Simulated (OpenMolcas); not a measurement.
Ru5+: moving or changing the point charges

Ru5+ among 4 point charges of -2 e arranged as a tetrahedron (Td), 1.78 Å from the ion.

```json
{"Program": "OpenMolcas", "Method": "SS-CASPT2, IPEA 0.25 Eh, imaginary shift 0.1 Eh (closed shells correlated: 4s 4p)", "Basis": "ANO-RCC-VDZP [6s5p3d1f]", "Scalar Hamiltonian": "DKH2, point nucleus", "Active space": "3 electrons in 5 orbitals (4d)", "State averaging": "2S+1 = 4 even, 10 roots; 2S+1 = 2 even, 40 roots", "Spin-orbit coupling": "state interaction with AMFI integrals over the reference wave functions"}
```

Runs around this geometry, states (labels of Td). Energies in cm-1 above the lowest state or level, χT in cm3 K/mol; under a threefold ground state the first gap can be a small split of the lowest multiplet, not the spin-orbit step.

```
R (Å)  q (e)  Ground state  First state of that spin  First gap with spin-orbit (degeneracies)  χT at 300 K  First state of another spin
 1.78   -1.6           4T1                  4T2 2440                                920 (4, 2)        0.232                     2E 14200
 1.78     -2           4T1                  4T2 3200                                830 (4, 2)        0.258                     2E 13750
 1.87     -2           4T1                  4T2 2640                                900 (4, 2)        0.236                     2E 14250
```

Taking the first state of the same spin as R^-n, n = -ln(2640 / 3200) / ln(1.87 / 1.78) = 3.9 between the shortest and longest distance.

Scaling the charges by -1.6 / -2 = 0.80 scales the first state of the same spin by 2440 / 3200 = 0.76; with fixed orbitals a first-order splitting would follow the charge.

Roots that are degenerate in the reference are averaged as groups; the widest CASPT2 spread within a group is 220 cm-1 (the 3-fold group of multiplicity 4 near 2640 cm-1 above the lowest state of its run, R = 1.87, q = -2). Shifts and gaps below about the spread of the groups concerned are not significant. An orbital triplet at a regular site is open to Jahn-Teller coupling, which can distort the site and quench the lowest spin-orbit gaps and is left out. Point charges give a weaker field than real ligands, and real ions of this kind are as a rule low spin; the high spin found here belongs to the model. Free-ion shares, where given, are those of the reference states; single-state CASPT2 does not remix them. Point charges carry no covalency, so the field is a model and not that of real ligands. No measured value stands beside these numbers.
